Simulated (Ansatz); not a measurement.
Z-matrix (Å, degrees):
```
Si
C 1 1.854
N 1 1.697 2 107.8
N 1 1.704 2 118.6 3 122.1
F 1 1.607 2 104.9 3 -123.9
C 2 1.331 1 124.1 3 -24.1
H 2 1.090 1 118.1 3 157.3
H 3 1.006 1 121.6 2 -40.3
H 3 1.007 1 120.2 2 168.9
H 4 1.006 1 120.0 2 86.3
H 4 1.006 1 121.0 2 -62.0
H 6 1.087 2 122.4 1 -178.9
H 6 1.087 2 121.5 1 0.9
```

Charge 0, multiplicity 1.

**Question.** List the PBE/def2-TZVPP orbital energies in eV (Ansatz 0.2.0). (An estimate is asked.)

**Answer.** Computed: Occupied: -1780.07, -659.10, -379.91, -379.83, -269.01, -268.62, -137.64, -94.43, -94.36, -94.33, -28.83, -21.28, -20.71, -18.74, -14.24, -12.92, -12.27, -12.14, -11.10, -10.64, -10.37, -10.13, -9.23, -9.06, -7.67, -6.96, -6.32, -6.00. Lowest empty: -1.37, 0.14, 0.83, 1.32, 1.71, 1.86, 2.06, 2.50.
